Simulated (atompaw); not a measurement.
## u(r) = r·R(r): atom against pseudo-atom (Bi)

Columns: radius, all-electron u(r) and pseudo u(r) of the 5d shell (level -27.19 eV) of bismuth in the configuration [Kr] 4d10 4f14 5s2 5p6 5d10 6s2 6p3; LDA (PW92), scalar-relativistic, PAW (atompaw) scheme, atompaw 4.2.0.5.

```json
{"r (bohr)": "0.101", "all-electron": "0.3554", "pseudo": "0.0000"}
{"r (bohr)": "0.202", "all-electron": "-0.1388", "pseudo": "0.0004"}
{"r (bohr)": "0.302", "all-electron": "-0.5112", "pseudo": "0.0013"}
{"r (bohr)": "0.403", "all-electron": "-0.3912", "pseudo": "0.0031"}
{"r (bohr)": "0.504", "all-electron": "-0.0291", "pseudo": "0.0062"}
{"r (bohr)": "0.605", "all-electron": "0.3545", "pseudo": "0.0108"}
{"r (bohr)": "0.705", "all-electron": "0.6575", "pseudo": "0.0172"}
{"r (bohr)": "0.806", "all-electron": "0.8621", "pseudo": "0.0259"}
{"r (bohr)": "0.907", "all-electron": "0.9742", "pseudo": "0.0371"}
{"r (bohr)": "1.008", "all-electron": "1.0147", "pseudo": "0.0512"}
{"r (bohr)": "1.108", "all-electron": "1.0050", "pseudo": "0.0681"}
{"r (bohr)": "1.209", "all-electron": "0.9626", "pseudo": "0.0882"}
{"r (bohr)": "1.310", "all-electron": "0.9006", "pseudo": "0.1112"}
{"r (bohr)": "1.411", "all-electron": "0.8284", "pseudo": "0.1369"}
{"r (bohr)": "1.512", "all-electron": "0.7527", "pseudo": "0.1645"}
{"r (bohr)": "1.612", "all-electron": "0.6782", "pseudo": "0.1927"}
{"r (bohr)": "1.713", "all-electron": "0.6061", "pseudo": "0.2206"}
{"r (bohr)": "1.814", "all-electron": "0.5386", "pseudo": "0.2462"}
{"r (bohr)": "1.915", "all-electron": "0.4766", "pseudo": "0.2671"}
{"r (bohr)": "2.015", "all-electron": "0.4208", "pseudo": "0.2812"}
{"r (bohr)": "2.116", "all-electron": "0.3700", "pseudo": "0.2867"}
{"r (bohr)": "2.217", "all-electron": "0.3245", "pseudo": "0.2820"}
{"r (bohr)": "2.318", "all-electron": "0.2842", "pseudo": "0.2673"}
{"r (bohr)": "2.418", "all-electron": "0.2488", "pseudo": "0.2445"}
{"r (bohr)": "2.519", "all-electron": "0.2172", "pseudo": "0.2169"}
{"r (bohr)": "2.620", "all-electron": "0.1895", "pseudo": "0.1895"}
```

Problem. How many radial nodes do the two functions have?

Solution. The all-electron 5d function has n − l − 1 = 2; the pseudo-wave has 0, since the states of the same l below it are removed with the core.

Problem. Where does each function peak?

Solution. Outermost all-electron maximum near 1.01 bohr, pseudo maximum near 2.12 bohr (to the table’s step).

Problem. Is the pseudo-wave norm-conserving?

Solution. No, it belongs to a PAW set: the norm inside the radius is not constrained, and the difference is carried by the augmentation charge.
